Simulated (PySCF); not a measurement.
# Shapes and spin states of CrF4

These are results of PySCF, PBE0, basis Cr def2-SVP, F def2-SVP (no relativity, density fitting), not measurements.

Relaxations began from a few typed shapes and spin states; open shells are unrestricted. The search is not exhaustive: other isomers or separated fragments can lie lower, and high-lying points may rest on an excited occupation.

```
                                                 spin  group                                 bonds                                           angles  imaginary modes (cm⁻¹)  ΔE (kJ/mol)  ΔE with ZPE (kJ/mol)
                                              triplet     Td                     Cr–F 1.683 Å (×4)                               F–Cr–F 109.5° (×6)                    none          0.0                   0.0
                                              triplet     Td                     Cr–F 1.683 Å (×4)                               F–Cr–F 109.5° (×6)                    none          0.2                  -0.1
                                              triplet    C2v  Cr–F 1.680 Å (×2), Cr–F 1.714 Å (×2)  F–Cr–F 99.4° (×4), F–Cr–F 109.7°, F–Cr–F 147.0°                    none        121.0                 121.5
singlet (closed shell, unstable to spin polarisation)    D2d                     Cr–F 1.679 Å (×4)           F–Cr–F 102.6° (×4), F–Cr–F 124.3° (×2)                    none        176.4                 175.5
singlet (closed shell, unstable to spin polarisation)    D4h                     Cr–F 1.693 Å (×4)            F–Cr–F 90.0° (×4), F–Cr–F 180.0° (×2)                    208i        313.8                     –
```

The lowest minimum found is the triplet Td: Cr–F 1.683 Å (×4); F–Cr–F 109.5° (×6).

Formally Cr is in oxidation state +4, d2, with 2 unpaired electrons (the high-spin count). The Mulliken spin on Cr is 1.86. The polar-tensor charge on Cr, 2.39, is far below the formal one.

For the lowest minimum: with open d or f shells other occupations or spin states may lie lower.
